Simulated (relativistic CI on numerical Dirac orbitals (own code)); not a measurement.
**Cr6+ in a cubic cluster: 3s photoemission with charge transfer**

Computed with a charge-transfer multiplet model of a cubic metal-ligand cluster with up to 3 ligand holes, Slater and spin-orbit integrals from Dirac-Coulomb-Breit ions, Slater integrals scaled by 0.8. The ground state mixes d0 with configurations of k ligand holes L, whose averages lie at kΔ + k(k − 1)U_dd/2; a core hole lowers each added d electron by U_cd. 300 K, Lorentzian 1.4 eV and Gaussian 0.8 eV FWHM.

Atomic integrals in eV (Slater integrals scaled, ζ unscaled), ground: F2dd 9.377, F4dd 5.906, zeta_d 0.039; with the core hole: F2dd 9.377, F4dd 5.906, zeta_d 0.051, G2cd 10.212. Where a configuration has fewer than two d electrons, the dd integrals are those of d2.

Cluster parameters (eV): U_dd = 6, U_cd = 7.2, 10Dq = 0.65, 10Dq(ligand) = 0.3, V(eg) = 4.3, V(t2g) = -1.85, final-state hopping factor = 0.8.

```tsv
Case	n_d	d0	d1L	d2L2	d3L3	S
Δ = -2.5 eV	1.44	0.11	0.43	0.38	0.09	0.00
Δ = 0.5 eV	1.18	0.19	0.48	0.28	0.05	0.00
Δ = 1.5 eV	1.09	0.23	0.49	0.25	0.04	0.00
```

Weights, n_d and S are thermal averages at 300 K. Binding energies count from the first peak over 30 % of the highest in each spectrum, which can be another peak from case to case. The parameters are a model scan and need not match a compound or its usual spin state. Peaks in eV (height, largest 100):
- Δ = -2.5 eV: 0.0 (100), 3.6 (13), 6.6 (11), 7.9 (10), 15.3 (9)
- Δ = 0.5 eV: 0.0 (100), 3.9 (11), 7.2 (8), 8.5 (9), 14.1 (11)
- Δ = 1.5 eV: 0.0 (100), 4.0 (10), 7.5 (8), 8.6 (9), 13.6 (10)

Curve for Δ = 1.5 eV (points under 2 left out, the grid thinned):

| E (eV) | Intensity |
| --- | --- |
| -3.1 | 6.1 |
| -2.7 | 7.9 |
| -2.2 | 11.7 |
| -1.8 | 17.0 |
| -1.4 | 26.5 |
| -0.9 | 49.8 |
| -0.5 | 78.3 |
| 0.0 | 100.0 |
| 0.4 | 84.7 |
| 0.8 | 55.9 |
| 1.3 | 30.0 |
| 1.7 | 19.3 |
| 2.1 | 13.5 |
| 2.6 | 9.9 |
| 3.0 | 8.8 |
| 3.4 | 9.0 |
| 3.9 | 10.0 |
| 4.3 | 9.7 |
| 4.8 | 7.3 |
| 5.2 | 5.6 |
| 5.6 | 4.8 |
| 6.1 | 4.8 |
| 6.5 | 5.7 |
| 6.9 | 7.0 |
| 7.4 | 7.9 |
| 7.8 | 7.9 |
| 8.2 | 8.4 |
| 8.7 | 9.1 |
| 9.1 | 7.9 |
| 9.6 | 5.3 |
| 10.0 | 3.8 |
| 10.4 | 3.0 |
| 10.9 | 2.7 |
| 11.3 | 2.8 |
| 11.7 | 3.3 |
| 12.2 | 4.7 |
| 12.6 | 6.5 |
| 13.0 | 8.6 |
| 13.5 | 10.1 |
| 13.9 | 9.7 |
| 14.4 | 7.9 |
| 14.8 | 6.0 |
| 15.2 | 4.2 |
| 15.7 | 2.7 |
| 16.1 | 2.1 |

A d0 ion has no d-d gap: its lowest excitations are ligand-to-metal charge transfer. With the core hole the configuration with one ligand hole lies at Δ − U_cd = -9.7, -6.7, -5.7 eV from the one without, in the order of the table; where this is negative the screened configuration lies lower, though the effective hopping of about 7.1 eV (from the holes of the mixed ground state) mixes the two strongly wherever it is as large as the gap.

Without intra-shell correlation the exchange splitting of the 3s hole comes out too large.
